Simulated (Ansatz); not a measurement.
Consider the redistribution: `C[N](C)[Y]([OH])[OH]` + `[NH2][AlH][Cl]` → `[OH][Y]([OH])[Cl]` + `C[N](C)[AlH][NH2]`.

Isolated molecules relaxed with PBE0-D4/def2-TZVP in Ansatz; ΔE leaves out vibrations. CCSD(T)/CBS is the MP2 limit (def2-TZVPP, def2-QZVPP) plus CCSD(T) − MP2 in def2-TZVPP, frozen cores. DFT in def2-TZVPP. B3LYP here is the variant with VWN-RPA as its local correlation; programs differ in this. def2 core potentials past Kr. For Y outer-core shells are correlated without core-valence functions, which leaves a few kJ/mol of doubt a bond. One conformer a species, not always the lowest.

```
             level  ΔE (kJ/mol)  difference from CCSD(T)/CBS
         r2SCAN-D4        -59.3                          0.3
        r2SCANh-D4        -61.1                         -1.5
      CAM-B3LYP-D4        -66.3                         -6.7
            B2PLYP        -59.4                          0.2
            revPBE        -50.9                          8.7
              PBE0        -59.2                          0.4
             B3LYP        -60.6                         -1.0
           r2SCANh        -60.9                         -1.3
             BHLYP        -68.4                         -8.8
         CAM-B3LYP        -65.5                         -5.9
RPA@PBE/def2-TZVPP        -52.7                          6.9
       HF/def2-SVP        -82.3                        -22.7
     HF/def2-TZVPP        -78.1                        -18.5
SCS-MP2/def2-TZVPP        -57.2                          2.4
CCSD(T)/def2-TZVPP        -56.6                          3.0
      HF/CBS(def2)        -79.1                        -19.5
       CCSD(T)/CBS        -59.6                            0
```

Largest T1 diagnostic among the species: 0.014.

From BLYP to BHLYP (50 % exact exchange), in def2-TZVPP and without D4, ΔE moves by −13.5 kJ/mol. In def2-TZVPP, CCSD(T) changes the Hartree–Fock value by +21.5 kJ/mol (the triples alone add +3.1 kJ/mol) and MP2 by +23.3 kJ/mol.
